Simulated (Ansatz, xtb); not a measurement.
**C3H9BN2O: which of two isomers lies lower**

Structure I: `CC(=O)N(C)BN`, a singlet. Structure II: `CNBNC(C)=O`, a singlet. Both are isolated molecules in the gas phase, relaxed with PBE-D3(BJ)/def2-SVP; each stands in its lowest conformer found.

Question: Estimate which is lower in electronic energy at CCSD(T)/def2-SVP + ΔMP2/def2-TZVPP, and by roughly how much.

Answer: The CCSD(T)/def2-SVP + ΔMP2/def2-TZVPP calculation puts structure II lower, by 0.047 eV.

How the difference moves with the method:

| level | geometry | E(II) − E(I) (eV) | departure from the last row (eV) | job, with rough time for the two |
| --- | --- | --- | --- | --- |
| GFN2-xTB | GFN2-xTB | −0.060 | −0.014 | optimisation, 0.31 s |
| HF/STO-3G | GFN2-xTB | −0.178 | −0.131 | single point, 0.36 s |
| r2SCAN-D4/def2-SVP | GFN2-xTB | −0.087 | −0.041 | single point, 3.8 s |
| PBE-D3(BJ)/def2-SVP | PBE-D3(BJ)/def2-SVP | −0.103 | −0.056 | optimisation, 20 s |
| HF/def2-SVP | PBE-D3(BJ)/def2-SVP | −0.209 | −0.162 | part of the CCSD(T) run |
| MP2/def2-SVP | PBE-D3(BJ)/def2-SVP | −0.081 | −0.034 | part of the CCSD(T) run |
| CCSD(T)/def2-SVP | PBE-D3(BJ)/def2-SVP | −0.094 | −0.047 | single point |
| CCSD(T)/def2-SVP + ΔMP2/def2-TZVPP | PBE-D3(BJ)/def2-SVP | −0.047 |  | single point, 86 s |

As drawn, both hold the same kinds of bond in the same numbers.

The levels shown agree on the order. The largest departure from CCSD(T)/def2-SVP + ΔMP2/def2-TZVPP is that of HF/def2-SVP, 0.162 eV. The last row adds to CCSD(T) the change of the MP2 difference between the two basis sets, here +0.047 eV.

With thermal terms from frequencies at re-optimised GFN2-xTB minima (ideal gas, soft modes damped towards free rotors, one conformer each, 298.15 K, 1 atm): the zero-point term adds +0.001 eV; ΔH is −0.036 and ΔG −0.069 eV.

The correlated steps freeze 7 core orbitals. Codes used: Ansatz 0.2.0, xtb 6.7.1; the last row on 4 threads of Arm Neoverse V1 on a shared host.
